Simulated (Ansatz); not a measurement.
A series at Sn: from `[SiH3][Sn]([Cl])([Cl])[Cl]`, ligands are replaced one by one, each step taking up H–F and setting free HCl; n counts the steps. Ansatz, PBE0-D4/def2-TZVP geometries.

```csv
n,molecule,"HOMO energy, ωB97M-V/def2-TZVPP (eV)"
0,`[SiH3][Sn]([Cl])([Cl])[Cl]`,-10.67
1,`[F][Sn]([SiH3])([Cl])[Cl]`,-10.90
2,`[F][Sn]([F])([SiH3])[Cl]`,?
3,`[F][Sn]([F])([F])[SiH3]`,-11.69
```

Question: By hand: fit a straight line y = ȳ + b (n − n̄) to the 3 given rows and predict n = 2.

Answer: n̄ = 1.333, ȳ = -11.087; Σ(n − n̄)(y − ȳ) = -1.623, Σ(n − n̄)² = 4.667, so b = -0.348 eV a step. Prediction: -11.087 + (-0.348) × (0.667) = -11.32 eV.

Question: By hand: compare with the computed value, -11.21 eV, and give the steps along the whole series.

Answer: The line misses by 0.11 eV (computed minus predicted). Steps: -0.23, -0.31, -0.48 eV.

The steps grow at each stage, from -0.23 to -0.48 eV, so the series is curved. The highest orbital can change its character along such a series. The miss is 10.8 % of the series' range.
